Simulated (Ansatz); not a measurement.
Gas-phase electronic energies from Ansatz, PBE0-D4/def2-TZVP geometries. CCSD(T)/CBS is the MP2 limit (def2-TZVPP, def2-QZVPP) plus CCSD(T) − MP2 in def2-TZVPP, frozen cores. This one scheme is used for every species. DFT in def2-TZVPP. Elements past krypton have def2 core potentials. For Te outer-core shells are correlated without core-valence functions, which leaves a few kJ/mol of doubt a bond. Each species was taken in one conformer, which may not be the lowest.

Reaction (ligand exchange at the Si–S bond): `C=N[SiH2]S` + H₂Te → `C=N[SiH2][TeH]` + H₂S

Task: Is it downhill or uphill in electronic energy at CCSD(T)/CBS, and by how much? (Best estimate.)

Result: Computed: Downhill: ΔE = -11.8 kJ/mol.

Task: What do these levels give: B2PLYP, PBE0, MP2/def2-TZVPP, SCS-MP2/def2-TZVPP, MP2/CBS(def2), CCSD/CBS(def2)? (Best estimate.)

Result: Ansatz gave: B2PLYP -6.7, PBE0 -9.0, MP2/def2-TZVPP -11.1, SCS-MP2/def2-TZVPP -7.6, MP2/CBS(def2) -16.1, CCSD/CBS(def2) -10.2 kJ/mol.

Largest T1 diagnostic among the species: 0.013.

In def2-TZVPP, CCSD(T) changes the Hartree–Fock value by −6.9 kJ/mol (the triples alone add −1.5 kJ/mol) and MP2 by −11.2 kJ/mol. The D4 term adds −4.2 kJ/mol with B3LYP and −2.3 kJ/mol with PBE0; it sums over pairs of atoms, weighted by their polarisabilities, and B3LYP, whose exchange is more repulsive, gets the larger term.

B3LYP here is the variant with VWN-RPA as its local correlation; programs differ in this.
